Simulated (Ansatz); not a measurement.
Consider the formal hydrolysis of a Mo–C bond: `[CH3][Mo](=[O])(=[O])[OH]` + H₂O → `[O]=[Mo](=[O])([OH])[OH]` + CH₄.

Computed with Ansatz on PBE0-D4/def2-TZVP structures; ΔE is electronic, products minus reactants. CBS: MP2 limit from def2 TZ/QZ plus the TZ coupled-cluster correction, frozen cores. This one scheme is used for every species. DFT in def2-TZVPP. def2 core potentials past Kr. For Mo outer-core shells are correlated without core-valence functions, which leaves a few kJ/mol of doubt a bond. Each species was taken in one conformer, which may not be the lowest.

`[CH3][Mo](=[O])(=[O])[OH]`:

Z-matrix (Å, degrees):
```
C
Mo 1 2.100
H 1 1.093 2 108.9
H 1 1.092 2 110.1 3 119.8
H 1 1.093 2 109.3 3 -120.2
O 2 1.676 1 105.6 3 -62.2
O 2 1.676 1 105.9 3 -178.6
O 2 1.867 1 108.5 3 58.6
H 8 0.960 2 126.1 1 111.0
```

H₂O:

```xyz
3

O    -0.049   -0.229    0.311
H    -0.089    0.729    0.280
H     0.138   -0.500   -0.591
```

`[O]=[Mo](=[O])([OH])[OH]`:

```xyz
7

O    -1.255    0.202    1.433
Mo   -0.039    0.242    0.281
O     0.971    1.543    0.589
O    -0.780    0.447   -1.424
O     0.928   -1.355    0.372
H    -1.712    0.311   -1.613
H     1.888   -1.391    0.361
```

CH₄:

```xyz
5

C     0.000    0.000    0.000
H    -0.276    0.854   -0.618
H     0.533   -0.731   -0.608
H    -0.900   -0.457    0.411
H     0.643    0.333    0.814
```

```
             level  ΔE (kJ/mol)  difference from CCSD(T)/CBS
         revPBE-D4       -110.1                        -14.2
           BLYP-D4       -116.1                        -20.2
            B97M-V       -119.2                        -23.3
          BHLYP-D4       -107.9                        -12.0
           r2SCAN0       -109.8                        -13.9
     CCSD/def2-SVP       -110.3                        -14.4
CCSD(T)/def2-TZVPP        -99.6                         -3.7
     HF/def2-QZVPP       -108.8                        -12.9
      HF/CBS(def2)       -108.7                        -12.8
     MP2/CBS(def2)       -100.2                         -4.3
       CCSD(T)/CBS        -95.9                            0
```

Largest T1 diagnostic among the species: 0.025, so the coupled-cluster value is less sure than usual.

At CCSD(T), def2-SVP lies −18.1 kJ/mol from the extrapolated value and def2-TZVPP −3.7 kJ/mol. From BLYP to BHLYP (50 % exact exchange), in def2-TZVPP and without D4, ΔE moves by +8.8 kJ/mol. Leaving LDA and LC-ωPBE aside and taking each functional with its dispersion term where it has one, the values, not all of them listed here, spread over 14.7 kJ/mol, from B97M-V to PBE-QIDH.
